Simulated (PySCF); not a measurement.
# `C#C[SiH2][Si@H](P)OC`, C3H9OPSi2

Molfile (atoms numbered from 1):
```
C3H9OPSi2
     RDKit          3D

 16 15  0  0  0  0  0  0  0  0999 V2000
    3.6752   -1.2945    0.9034 C   0  0  0  0  0  0  0  0  0  0  0  0
    2.8887   -0.4915    0.4746 C   0  0  0  0  0  0  0  0  0  0  0  0
    1.6610    0.7405   -0.1604 Si  0  0  0  0  0  4  0  0  0  0  0  0
   -0.4068    0.1254    0.6788 Si  0  0  2  0  0  4  0  0  0  0  0  0
   -1.2644   -1.9176    0.2442 P   0  0  0  0  0  0  0  0  0  0  0  0
   -1.3241    1.2368   -0.0842 O   0  0  0  0  0  0  0  0  0  0  0  0
   -2.7163    1.2903   -0.1442 C   0  0  0  0  0  0  0  0  0  0  0  0
    4.3666   -1.9945    1.2779 H   0  0  0  0  0  0  0  0  0  0  0  0
    2.1244    2.0551    0.3054 H   0  0  0  0  0  0  0  0  0  0  0  0
    1.7858    0.7139   -1.6284 H   0  0  0  0  0  0  0  0  0  0  0  0
   -0.5949    0.2299    2.1429 H   0  0  0  0  0  0  0  0  0  0  0  0
   -0.1950   -2.6067    0.7787 H   0  0  0  0  0  0  0  0  0  0  0  0
   -0.7545   -2.0071   -1.0399 H   0  0  0  0  0  0  0  0  0  0  0  0
   -3.1192    1.7186    0.7764 H   0  0  0  0  0  0  0  0  0  0  0  0
   -2.9973    1.9206   -0.9886 H   0  0  0  0  0  0  0  0  0  0  0  0
   -3.1368    0.2897   -0.2805 H   0  0  0  0  0  0  0  0  0  0  0  0
  1  2  3  0
  2  3  1  0
  3  4  1  0
  4  5  1  0
  4  6  1  0
  6  7  1  0
  1  8  1  0
  3  9  1  0
  3 10  1  0
  4 11  1  1
  5 12  1  0
  5 13  1  0
  7 14  1  0
  7 15  1  0
  7 16  1  0
M  END
```

Computed, not measured: GIAO PBE0/pcSseg-1 magnetisability, rotational g tensor and spin-rotation constants, non-relativistic, gas phase (PySCF). Geometry: GFN2-xTB.

Question: Give the nuclear spin-rotation constants along the inertial axes (H = +C I·J) beside the isotropic shieldings.

Answer: Rotational constants 2.0780, 0.8458, 0.6374 GHz. A star marks the isotopologue with that one atom substituted, in its own axes.
| atom | isotope | Caa (kHz) | Cbb (kHz) | Ccc (kHz) | mean (kHz) | σ (ppm) |
| --- | --- | --- | --- | --- | --- | --- |
| P5 | 31P | 2.026 | 0.730 | 0.450 | 1.069 | 617.8 |
| H8 | 1H | -0.079 | -0.056 | -0.070 | -0.068 | 29.9 |
| H9 | 1H | -0.178 | 0.012 | -0.045 | -0.070 | 27.3 |
| H10 | 1H | -0.195 | -0.079 | 0.027 | -0.082 | 27.4 |
| H11 | 1H | -0.173 | -0.075 | 0.038 | -0.070 | 25.8 |
| H12 | 1H | -0.048 | -0.064 | -0.078 | -0.063 | 30.8 |
| H13 | 1H | -0.224 | -0.090 | 0.000 | -0.105 | 30.6 |
| H14 | 1H | -0.187 | -0.081 | 0.018 | -0.083 | 28.2 |
| H15 | 1H | -0.186 | -0.027 | -0.021 | -0.078 | 27.9 |
| H16 | 1H | -0.185 | 0.025 | -0.061 | -0.073 | 27.9 |
| C1 | 13C* | 0.384 | 0.222 | 0.235 | 0.281 | 81.5 |
| C2 | 13C* | 0.321 | 0.190 | 0.222 | 0.244 | 102.6 |
| Si3 | 29Si* | -1.030 | -0.449 | -0.323 | -0.601 | 450.1 |
| Si4 | 29Si* | -1.179 | -0.530 | -0.461 | -0.723 | 345.6 |
| O6 | 17O* | -0.195 | -0.024 | -0.011 | -0.076 | 340.3 |
| C7 | 13C* | 0.282 | 0.193 | 0.140 | 0.205 | 132.5 |

For the geometry as given, no vibrational averaging.

Question: How do the rotational constants and the g tensor change when H8, H9, H10, H11, H12, H13, H14, H15, H16 are replaced by deuterium?

Answer: Constants 1.8156, 0.7541, 0.5758 GHz; g -0.0174, -0.0082, -0.0071, against -0.0199, -0.0092, -0.0079 before.
